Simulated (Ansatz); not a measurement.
Isolated molecules relaxed with PBE0-D4/def2-TZVP in Ansatz; ΔE leaves out vibrations. CCSD(T)/CBS adds triple-zeta CCSD(T) − MP2 to the extrapolated MP2 energy (def2 sets, frozen cores). This one scheme is used for every species. Each species was taken in one conformer, which may not be the lowest.

Reaction (cleavage of the Si–Si bond): `O[Si](F)([SiH3])S` + `BO` → `BO[SiH3]` + `O[SiH](F)S`

```tsv
species	HF/CBS(def2) energy (Eh)
`O[Si](F)([SiH3])S`	-1152.92466
`BO`	-101.37890
`BO[SiH3]`	-391.53690
`O[SiH](F)S`	-862.81182
```

(1) Work out ΔE.

Largest T1 diagnostic among the species: 0.014.

Results:

(1) ΔE = (-391.53690) + (-862.81182) − (-1152.92466) − (-101.37890) = -0.04516 Eh = -118.6 kJ/mol. CCSD(T)/CBS gives -86.6 kJ/mol.

In def2-TZVPP, CCSD(T) changes the Hartree–Fock value by +28.8 kJ/mol (the triples alone add +4.3 kJ/mol) and MP2 by +21.5 kJ/mol. From PBE to PBE0 (25 % exact exchange), in def2-TZVPP and without D4, ΔE moves by −9.5 kJ/mol. The D4 term adds +5.6 kJ/mol with B3LYP and +3.3 kJ/mol with PBE0; it sums over pairs of atoms, weighted by their polarisabilities, and B3LYP, whose exchange is more repulsive, gets the larger term.

B3LYP here is the variant with VWN-RPA as its local correlation; programs differ in this.
